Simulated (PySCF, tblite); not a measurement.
Problem. Write a Z-matrix for `C=Cc1ncccp1` as optimised with GFN2-xTB.

Solution. 
Z-matrix in Å and degrees, rows numbered from 1:
```
C 
C   1  1.3287
C   2  1.4570  1  123.89
N   3  1.3197  2  117.56  1     0.01
C   4  1.3143  3  122.96  2   179.99
C   5  1.3913  4  125.72  3     0.11
C   6  1.3786  5  121.90  4    -0.09
P   7  1.7366  6  124.33  5     0.00
H   1  1.0762  2  120.41  3     0.01
H   1  1.0764  2  121.98  3  -179.98
H   2  1.0836  1  121.06  3  -179.99
H   5  1.0840  4  114.61  3  -179.96
H   6  1.0813  5  118.63  4   179.94
H   7  1.0844  6  118.87  5   179.99
```

The 4 C–C bonds span 1.329 Å (C1=C2, drawn double) to 1.457 Å (C2–C3, drawn single), a spread of 0.128 Å. N4 (pyridine-type nitrogen) is bent (angle 123.0°). The 6-membered ring C3–N4–C5–C6–C7–P8 has internal angles of 98.6° to 126.5°; it is planar, 0.00 Å rms from its mean plane, widest ring torsion 0°. The 8 heavy atoms lie in one plane (0.001 Å rms).

Structure optimised with GFN2-xTB, isolated species.

Point group: Cs (every atom within 0.08 Å of its image). Its GFN2-xTB frequencies are all real (lowest 74 cm⁻¹). One conformer, not necessarily the lowest (C1–C2–C3–N4 0°).

These are computed values.
